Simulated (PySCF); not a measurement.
BClBr2, SMILES ClB(Br)Br.

Geometry: PBE0-D3(BJ)/def2-SVP.

Two levels are set side by side: TDA-PBE/def2-SVPD (PySCF) and TDA-CAM-B3LYP/def2-SVPD (PySCF). Vertical, same geometry. The lowest singlet is HOMO→LUMO 100 % with PBE and HOMO→LUMO 99 % with the other functional; states are paired by order. Differences are taken from unrounded values.

```tsv
quantity	TDA-CAM-B3LYP	TDA-PBE	TDA-PBE minus TDA-CAM-B3LYP
lowest singlet excitation (eV)	5.09	4.31	-0.78
lowest triplet excitation (TDA) (eV)	4.94	4.15	-0.79
first bright state (f over 0.05) (eV)	6.22	5.58	-0.63
its oscillator strength	0.18	0.16	-0.02
```

A lower first singlet is the usual sign of a functional without exact exchange. Differences between two approximate levels are no errors against the true value.

Rough cost on one machine, each run with all the roots and properties that it gave: TDA-CAM-B3LYP against TDA-PBE about 4 times.
